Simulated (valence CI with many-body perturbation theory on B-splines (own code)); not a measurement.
Values are calculated unless marked as measured or tabulated.
A CI+MBPT run for Pt³⁹⁺

Method: valence CI with perturbative core correlation (CI+MBPT): three valence electrons over a frozen Dirac-Fock core [Kr], a basis of 7 s, 7 p, 8 d, 6 f, 4 g, 1 h functions for each j, with the one-electron correlation potential Σ1 (screened to all orders), the two-electron term Σ2, the three-electron term Σ3, Breit, model QED; selected single and double excitations, second order for the rest, scaled by the run's own slope (own B-spline code, finite nucleus).

Command, and the settings that its task file holds:

```sh
python run_cv.py task.json out
```

```
atom Pt  Z=78  mass_number=195  rms_radius_fm=5.4270
core [Kr]
valence 4d3
avg = 1
basis = M
beyond = 1
breit = 1
cap = 32000
capref = 2200
cscale = 1
de = 0.0
dress = 0
eps = 2e-08
extrap = 1
h = 0.27
hh = 1
l2 = 3
lcore = 6
maxit = 60
n2 = 5
natural = 1
nlev = 190
nno = [4, 4, 5, 4, 3, 1]
nroot = 40
nsp = [3, 3, 3, 2, 1, 0]
pt2 = 1
qed = 1
rpa = 1
s1 = 1
s2 = 1
s3 = 1
screen = 1
tol = 2e-05
whole = 1
```

It took 42 s on 1 thread of Intel(R) Xeon(R) Processor @ 2.30GHz (shared host).

Log. The first blocks belong to the next ion, which gives the ionisation energy. Fields: 2J, parity (1 odd), roots, reference size, generating configurations, candidates as configurations/state functions, variational space P, stored matrix elements, Davidson steps; e2 is the range of second-order energies in hartree. The first line gives the box (bohr), its intervals, the orbitals and the steps of their self-consistent field. Window is the range of levels sought, series limit the energy at which the first omitted orbital would enter, core excitation an estimate of the first excitation out of the core, left out the lowest levels not solved, and shifts from estimates the range by which levels moved from their first estimate, all in cm⁻¹.

```
rmax 3.7 intervals 58 orbitals 59 references ['4d3', '4d2 4f', '4d 4f2', '4d2 5s', '4d2 5p'] scf 3 t 1.5
2J=4 par=0 roots 2 ref 43 generators 2 cand 639/639 P 550/550 nnz 0 it 0
2J=4 par=0 roots 2 ref 43 generators 5 cand 132/132 P 619/619 nnz 0 it 0
   second order: generators 8 cand 63/63 e2 -0.00000 -0.00000
2J=0 par=0 roots 2 ref 13 generators 4 cand 207/207 P 213/213 nnz 0 it 0
2J=0 par=0 roots 2 ref 13 generators 4 cand 7/7 P 220/220 nnz 0 it 0
   second order: generators 6 cand 0/0 e2 -0.00000 -0.00000
2J=6 par=0 roots 2 ref 39 generators 2 cand 608/608 P 347/347 nnz 0 it 0
2J=6 par=0 roots 2 ref 39 generators 4 cand 300/300 P 417/417 nnz 0 it 0
   second order: generators 6 cand 230/230 e2 -0.00000 -0.00000
reference levels 1576, estimated 100, window 2220685 1/cm; series limit 9388011, core excitation 1387928
2J=3 par=0 roots 5 ref 119 generators 7 cand 2268/5694 P 1296/3394 nnz 3e+06 it 4
2J=3 par=0 roots 5 ref 119 generators 10 cand 1942/4890 P 1561/4124 nnz 4e+06 it 4
   second order: generators 10 cand 1677/4160 e2 -0.00001 -0.00000
2J=5 par=0 roots 5 ref 143 generators 5 cand 2519/7707 P 1309/4000 nnz 4.2e+06 it 4
2J=5 par=0 roots 5 ref 143 generators 8 cand 2037/6349 P 1601/4944 nnz 5.8e+06 it 4
   second order: generators 9 cand 1745/5405 e2 -0.00001 -0.00000
2J=7 par=0 roots 3 ref 136 generators 2 cand 851/2410 P 1212/3698 nnz 3.7e+06 it 3
2J=7 par=0 roots 3 ref 136 generators 6 cand 2077/6884 P 1473/4541 nnz 5.2e+06 it 5
   second order: generators 7 cand 1816/6041 e2 -0.00001 -0.00000
2J=9 par=0 roots 3 ref 116 generators 3 cand 700/1850 P 1110/3232 nnz 3e+06 it 4
2J=9 par=0 roots 3 ref 116 generators 8 cand 1970/6142 P 1296/3833 nnz 4e+06 it 4
   second order: generators 9 cand 1784/5541 e2 -0.00001 -0.00001
2J=1 par=0 roots 2 ref 67 generators 2 cand 672/1051 P 1076/1753 nnz 0 it 4
2J=1 par=0 roots 2 ref 67 generators 6 cand 1751/2857 P 1340/2203 nnz 0 it 4
   second order: generators 7 cand 1487/2407 e2 -0.00001 -0.00000
2J=11 par=0 roots 1 ref 80 generators 1 cand 689/1651 P 792/2069 nnz 0 it 4
2J=11 par=0 roots 1 ref 80 generators 3 cand 1866/5214 P 970/2534 nnz 1.8e+06 it 4
   second order: generators 4 cand 1688/4749 e2 -0.00001 -0.00001
2J=7 par=1 roots 14 ref 150 generators 6 cand 2624/7956 P 1828/6400 nnz 7.2e+06 it 6
...
2J=3 par=1 roots 11 ref 126 generators 9 cand 839/1960 P 2879/7511 nnz 9.1e+06 it 5
   second order: generators 15 cand 2287/5740 e2 -0.00000 -0.00000
2J=13 par=1 roots 5 ref 59 generators 4 cand 1017/2471 P 1557/3772 nnz 2.7e+06 it 4
2J=13 par=1 roots 5 ref 59 generators 5 cand 538/1257 P 1797/4396 nnz 3.6e+06 it 4
   second order: generators 9 cand 1003/2821 e2 -0.00000 -0.00000
2J=15 par=1 roots 2 ref 34 generators 2 cand 421/955 P 898/1854 nnz 0 it 3
2J=15 par=1 roots 2 ref 34 generators 2 cand 233/535 P 1026/2142 nnz 0 it 3
   second order: generators 6 cand 1052/2572 e2 -0.00000 -0.00000
left out: unestimated 3726073, estimated 2349783, shifts from estimates -17 to 19
operators 3.3
```

The Davidson iterations converged.

The last digits are not significant, and no measured levels were compared; by estimate large intervals hold to a few tenths of a per cent, small ones and those within an open d or f shell to about a per cent. The list stops below the first excitations out of the core.

```yaml
Valence_energy: -207.6324 hartree
Ionisation_energy: "1822.4 eV (NIST: 1821 ± 4 eV (theoretical))"
Reference_configurations_for_the_orbitals: 4d3, 4d2 4f, 4d 4f2, 4d2 5s, 4d2 5p
Radial_orbitals: 59
Box_radius: 3.733 bohr
Largest_variational_space: 9498
Lowest_levels: (4d3/2^3) J=3/2 0, (4d3/2^2 4d5/2) J=5/2 [a] 168460, (4d3/2^2 4d5/2) J=3/2 188700, (4d3/2^2 4d5/2) J=7/2 202960, (4d3/2^2 4d5/2) J=9/2 204970, (4d3/2^2 4d5/2) J=1/2 206500, (4d3/2^2 4d5/2) J=5/2 [b] 279470, (4d3/2 4d5/2^2) J=7/2 [a] 368060, (4d3/2 4d5/2^2) J=9/2 383980, (4d3/2 4d5/2^2) J=3/2 [a] 398440, (4d3/2 4d5/2^2) J=1/2 408350, (4d3/2 4d5/2^2) J=5/2 [a] 413520, (4d3/2 4d5/2^2) J=11/2 416750, (4d3/2 4d5/2^2) J=5/2 [b] 440950 cm⁻¹
```

Levels are named by their leading jj configuration (3d3/2^4 stands for four electrons in 3d with j = 3/2), which in mixed levels can hold well under half, so a name can repeat and another be missing. Letters in brackets count levels of one name in rising energy.
